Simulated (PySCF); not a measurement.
CCl₃ (SMILES Cl[C-](Cl)Cl), charge -1, singlet, at a GFN2-xTB geometry, with bond 3-1 at 1.6 times its length; PBE/STO-3G (PySCF).

The PySCF input:
```python
from pyscf import gto, scf, dft

mol = gto.M(
    atom='''
C    -0.01109338   -0.01005188    0.65819826
Cl    0.00076126    1.66832402   -0.05198398
Cl    2.31917940   -1.32563076   -0.50024044
Cl   -1.44217306   -0.83248762   -0.11449536
''',
    basis='sto-3g',
    charge=-1,
    verbose=4,
)

mf = dft.RKS(mol)
mf.xc = 'pbe'
mf.level_shift = 0.3
mf.max_cycle = 100
mf.kernel()
mf.analyze()
```

Write the output that PySCF gives for this input, abridged.


```
PySCF version 2.14.0

[INPUT] verbose = 4
[INPUT] num. atoms = 4
[INPUT] num. electrons = 58
[INPUT] charge = -1
[INPUT] spin (= nelec alpha-beta = 2S) = 0
[INPUT] symmetry False subgroup None
[INPUT] Mole.unit = angstrom
[INPUT] Symbol           X                Y                Z      unit          X                Y                Z       unit  Magmom
[...]
nuclear repulsion = 210.914075688467
number of shells = 18
number of NR pGTOs = 96
number of NR cGTOs = 32
basis = sto-3g
ecp = {}

******** <class 'pyscf.dft.rks.RKS'> ********
method = RKS
initial guess = minao
damping factor = 0
level_shift factor = 0.3
DIIS = <class 'pyscf.scf.diis.CDIIS'>
diis_start_cycle = 1
diis_space = 8
diis_damp = 0
SCF conv_tol = 1e-09
SCF conv_tol_grad = None
SCF max_cycles = 100
direct_scf = True
direct_scf_tol = 1e-13
XC library pyscf.dft.libxc version 7.1.2
    S. Lehtola, C. Steigemann, M. J. T. Oliveira, and M. A. L. Marques,  SoftwareX 7, 1–5 (2018)
XC functionals = pbe
    J. P. Perdew, K. Burke, and M. Ernzerhof,  Phys. Rev. Lett. 77, 3865 (1996)
    J. P. Perdew, K. Burke, and M. Ernzerhof,  Phys. Rev. Lett. 78, 1396 (1997)
    J. P. Perdew, K. Burke, and M. Ernzerhof,  Phys. Rev. Lett. 77, 3865 (1996)
    J. P. Perdew, K. Burke, and M. Ernzerhof,  Phys. Rev. Lett. 78, 1396 (1997)
radial grids:
    Treutler-Ahlrichs [JCP 102, 346 (1995); DOI:10.1063/1.469408] (M4) radial grids

becke partition: Becke, JCP 88, 2547 (1988); DOI:10.1063/1.454033
pruning grids: <function nwchem_prune>
grids dens level: 3
symmetrized grids: False
atomic radii adjust function: <function treutler_atomic_radii_adjust>
small_rho_cutoff = 0
Set gradient conv threshold to 3.16228e-05
Initial guess from minao.
tot grids = 70760
init E= -1401.53732072242
[...]
cycle= 1 E= -1402.22557859665  delta_E= -0.688  |g|= 0.525  |ddm|= 2.47
[...]
cycle= 2 E= -1401.9409718057  delta_E= 0.285  |g|= 1.04  |ddm|= 2.72
[...]
cycle= 3 E= -1402.09315063882  delta_E= -0.152  |g|= 0.839  |ddm|= 0.314
[...]
cycle= 4 E= -1402.12155365446  delta_E= -0.0284  |g|= 0.78  |ddm|= 0.151
[...]
cycle= 5 E= -1402.06073485197  delta_E= 0.0608  |g|= 0.808  |ddm|= 0.275
[...]
cycle= 6 E= -1401.92863582075  delta_E= 0.132  |g|= 0.867  |ddm|= 0.37
[...]
cycle= 7 E= -1401.82896803485  delta_E= 0.0997  |g|= 0.881  |ddm|= 0.258
[...]
cycle= 8 E= -1402.07309364269  delta_E= -0.244  |g|= 0.732  |ddm|= 0.507
[...]
cycle= 9 E= -1402.23023525638  delta_E= -0.157  |g|= 0.559  |ddm|= 0.417
[...]
[...]
[...]
cycle= 38 E= -1402.41856945628  delta_E= -5.8e-08  |g|= 0.000393  |ddm|= 0.000276
[...]
cycle= 39 E= -1402.41856949731  delta_E= -4.1e-08  |g|= 0.000328  |ddm|= 0.000234
[...]
cycle= 40 E= -1402.41856952558  delta_E= -2.83e-08  |g|= 0.000274  |ddm|= 0.000194
[...]
cycle= 41 E= -1402.41856954597  delta_E= -2.04e-08  |g|= 0.000229  |ddm|= 0.000171
[...]
cycle= 42 E= -1402.41856955997  delta_E= -1.4e-08  |g|= 0.000192  |ddm|= 0.000139
[...]
cycle= 43 E= -1402.41856956979  delta_E= -9.81e-09  |g|= 0.000161  |ddm|= 0.000116
[...]
cycle= 44 E= -1402.41856957674  delta_E= -6.95e-09  |g|= 0.000135  |ddm|= 0.0001
[...]
cycle= 45 E= -1402.41856958162  delta_E= -4.88e-09  |g|= 0.000113  |ddm|= 8.38e-05
[...]
cycle= 46 E= -1402.41856958513  delta_E= -3.51e-09  |g|= 9.44e-05  |ddm|= 7.31e-05
[...]
cycle= 47 E= -1402.41856958759  delta_E= -2.46e-09  |g|= 7.9e-05  |ddm|= 6.17e-05
[...]
cycle= 48 E= -1402.41856958934  delta_E= -1.75e-09  |g|= 6.61e-05  |ddm|= 5.38e-05
[...]
cycle= 49 E= -1402.41856959054  delta_E= -1.2e-09  |g|= 5.54e-05  |ddm|= 4.45e-05
[...]
cycle= 50 E= -1402.41856959141  delta_E= -8.66e-10  |g|= 4.65e-05  |ddm|= 3.78e-05
[...]
cycle= 51 E= -1402.41856959201  delta_E= -5.98e-10  |g|= 3.91e-05  |ddm|= 3.17e-05
[...]
cycle= 52 E= -1402.41856959245  delta_E= -4.42e-10  |g|= 3.29e-05  |ddm|= 2.84e-05
[...]
cycle= 53 E= -1402.41856959276  delta_E= -3.11e-10  |g|= 2.75e-05  |ddm|= 2.38e-05
[...]
Extra cycle  E= -1402.41856956142  delta_E= 3.13e-08  |g|= 0.000209  |ddm|= 0.000706
SCF not converged.
SCF energy = -1402.41856956142
**** SCF Summaries ****
Total Energy =                       -1402.418569561420099
Nuclear Repulsion Energy =             210.914075688467165
One-electron Energy =                -2375.407352010422983
Two-electron Energy =                  762.074706760535832
Two-electron Coulomb Energy =          851.792397872697734
DFT Exchange-Correlation Energy =      -89.717691112161901
HOMO-LUMO gap [eV] =                     1.110668180782325
**** MO energy ****
[...]
 ** Mulliken pop on meta-lowdin orthogonal AOs  **
 ** Mulliken pop  **
[...]
 ** Mulliken atomic charges  **
charge of    0C =     -0.06744
charge of    1Cl =     -0.17370
charge of    2Cl =     -0.58515
charge of    3Cl =     -0.17370

WARN: System has nonzero charge -1; the dipole moment is origin-dependent.
Location of origin: [0. 0. 0.]

Dipole moment(X, Y, Z, Debye): -5.29066,  3.02663,  1.04087
```

The run did not converge; its last values are not results.
